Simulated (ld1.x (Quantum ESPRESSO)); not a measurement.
Scattering properties, ultrasoft potential for fluorine

```json
{"Element": "fluorine (F)", "Generator": "ld1.x (Quantum ESPRESSO) 7.5", "Type": "ultrasoft", "Functional": "LDA (PZ)", "Relativity": "scalar-relativistic", "Frozen core": "[He]", "Valence charge": "7", "Reference configuration": "2s2 2p5", "Partial waves": "2s (bound): rcut 0.80, rcutus 0.90 bohr; 2s channel at -1.5 Ry: rcut 0.80, rcutus 0.90 bohr; 2p (bound): rcut 1.15, rcutus 1.35 bohr; 2p channel at 4.25 Ry: rcut 1.15, rcutus 1.35 bohr; 3d channel at 0.35 Ry: rcut 1.35, rcutus 1.50 bohr; 3d channel at 2.3 Ry: rcut 1.35, rcutus 1.50 bohr", "Local potential": "all-electron potential smoothed inside 0.90 bohr (lloc = -1)", "Core correction": "Bessel-smoothed model core inside 0.60 bohr", "Augmentation charge": "PSQ, radius 0.70 bohr"}
```

The phase is arctan(r·u′/u) with u = r·R(r), unwrapped; energies in Ry, scanned from -4 to 5 Ry. A pole is an energy at which the radial function vanishes at the test radius. The pseudo phase is shifted by a multiple of π to meet the all-electron one at the reference energy, and phase errors are pseudo minus all-electron; the curves can meet again beyond the range given. Levels narrower than the energy grid can be missing from the lists of poles.

Question: For each channel, where are the poles, and over which energies does the pseudopotential scatter like the atom?

Answer:

| channel | radius (bohr) | reference energy (Ry) | poles, all-electron | poles, pseudo | unbroken range about the reference energy with phases within 0.05 rad | phase error 1 Ry above the reference energy (rad) |
| --- | --- | --- | --- | --- | --- | --- |
| s | 1.64 | -2.18 | -1.28 | -1.28 | the whole range | -0.000 |
| p | 1.64 | -0.83 | 0.08 | 0.08 | the whole range | -0.002 |
| d | 1.64 | 0.35 | none | none | the whole range | +0.000 |

Phases in the s channel:

```json
{"E (Ry)": "-4.00", "all-electron": "1.101", "pseudo": "1.101"}
{"E (Ry)": "-3.76", "all-electron": "1.048", "pseudo": "1.048"}
{"E (Ry)": "-3.52", "all-electron": "0.972", "pseudo": "0.972"}
{"E (Ry)": "-3.28", "all-electron": "0.855", "pseudo": "0.855"}
{"E (Ry)": "-3.04", "all-electron": "0.655", "pseudo": "0.654"}
{"E (Ry)": "-2.80", "all-electron": "0.281", "pseudo": "0.281"}
{"E (Ry)": "-2.56", "all-electron": "-0.329", "pseudo": "-0.329"}
{"E (Ry)": "-2.32", "all-electron": "-0.886", "pseudo": "-0.886"}
{"E (Ry)": "-2.08", "all-electron": "-1.202", "pseudo": "-1.202"}
{"E (Ry)": "-1.84", "all-electron": "-1.376", "pseudo": "-1.376"}
{"E (Ry)": "-1.60", "all-electron": "-1.481", "pseudo": "-1.481"}
{"E (Ry)": "-1.36", "all-electron": "-1.553", "pseudo": "-1.553"}
{"E (Ry)": "-1.12", "all-electron": "-1.605", "pseudo": "-1.605"}
{"E (Ry)": "-0.88", "all-electron": "-1.646", "pseudo": "-1.646"}
{"E (Ry)": "-0.64", "all-electron": "-1.679", "pseudo": "-1.679"}
{"E (Ry)": "-0.40", "all-electron": "-1.708", "pseudo": "-1.708"}
{"E (Ry)": "-0.16", "all-electron": "-1.734", "pseudo": "-1.734"}
{"E (Ry)": "0.08", "all-electron": "-1.758", "pseudo": "-1.758"}
{"E (Ry)": "0.32", "all-electron": "-1.781", "pseudo": "-1.781"}
{"E (Ry)": "0.56", "all-electron": "-1.803", "pseudo": "-1.804"}
{"E (Ry)": "0.80", "all-electron": "-1.826", "pseudo": "-1.826"}
{"E (Ry)": "1.04", "all-electron": "-1.849", "pseudo": "-1.849"}
{"E (Ry)": "1.28", "all-electron": "-1.873", "pseudo": "-1.873"}
{"E (Ry)": "1.52", "all-electron": "-1.899", "pseudo": "-1.899"}
{"E (Ry)": "1.76", "all-electron": "-1.926", "pseudo": "-1.927"}
{"E (Ry)": "2.00", "all-electron": "-1.957", "pseudo": "-1.958"}
{"E (Ry)": "2.24", "all-electron": "-1.991", "pseudo": "-1.992"}
{"E (Ry)": "2.48", "all-electron": "-2.030", "pseudo": "-2.031"}
{"E (Ry)": "2.72", "all-electron": "-2.075", "pseudo": "-2.076"}
{"E (Ry)": "2.96", "all-electron": "-2.128", "pseudo": "-2.129"}
{"E (Ry)": "3.20", "all-electron": "-2.191", "pseudo": "-2.193"}
{"E (Ry)": "3.44", "all-electron": "-2.267", "pseudo": "-2.270"}
{"E (Ry)": "3.68", "all-electron": "-2.361", "pseudo": "-2.365"}
{"E (Ry)": "3.92", "all-electron": "-2.477", "pseudo": "-2.482"}
{"E (Ry)": "4.16", "all-electron": "-2.621", "pseudo": "-2.628"}
{"E (Ry)": "4.40", "all-electron": "-2.797", "pseudo": "-2.807"}
{"E (Ry)": "4.64", "all-electron": "-3.003", "pseudo": "-3.015"}
{"E (Ry)": "4.88", "all-electron": "-3.227", "pseudo": "-3.240"}
```
